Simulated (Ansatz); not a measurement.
`[F][SnH]([Cl])[Cl]` + HCl → `[Cl][SnH]([Cl])[Cl]` + H–F at 700 K and 1 bar (ligand exchange at the Sn–F bond).

Isolated molecules relaxed with PBE0-D4/def2-TZVP in Ansatz; ΔE leaves out vibrations. CCSD(T)/CBS is the MP2 limit (def2-TZVPP, def2-QZVPP) plus CCSD(T) − MP2 in def2-TZVPP, frozen cores. This one scheme is used for every species. Elements past krypton have def2 core potentials. For Sn outer-core shells are correlated without core-valence functions, which leaves a few kJ/mol of doubt a bond.

```tsv
species	CCSD(T)/CBS energy (Eh)	H − E (kJ/mol)	S (J/(mol·K))
`[F][SnH]([Cl])[Cl]`	-1234.09211	85.0	422.0
HCl	-460.38127	38.4	211.8
`[Cl][SnH]([Cl])[Cl]`	-1594.09169	84.4	425.1
H–F	-100.39570	45.2	198.5
```

H − E and S are ideal-gas, rigid-rotor, harmonic terms from PBE0-D4/def2-TZVP. 1 Eh = 2625.50 kJ/mol, R = 8.31446 J/(mol·K).

Problem. By hand: ΔE, ΔH, ΔS and ΔG.

Solution. ΔE = (-1594.09169) + (-100.39570) − (-1234.09211) − (-460.38127) = -0.01401 Eh = -36.8 kJ/mol. Δ(H − E) = 84.4 + 45.2 − 85.0 − 38.4 = 6.2, so ΔH = -30.6 kJ/mol. ΔS = 425.1 + 198.5 − 422.0 − 211.8 = -10.2 J/(mol·K). ΔG = -30.6 − 700 × (-10.2)/1000 = -23.5 kJ/mol.

Problem. By hand: the equilibrium constant, and the temperature at which ΔG would vanish if ΔH and ΔS stayed fixed.

Solution. log₁₀ K = −ΔG/(RT ln 10) = 1.8. ΔG = 0 at ΔH/ΔS = 3000 K, far beyond where these terms or the molecules hold.

The number of gas molecules stays the same, so ΔS is small and ΔH decides. A doubt of 5 kJ/mol in ΔE shifts log₁₀ K by 0.4 here. These are equilibria of isolated gas molecules and say nothing of rates. Largest T1 diagnostic: 0.012 (customary marks: 0.02 for closed shells, 0.045 for open ones).
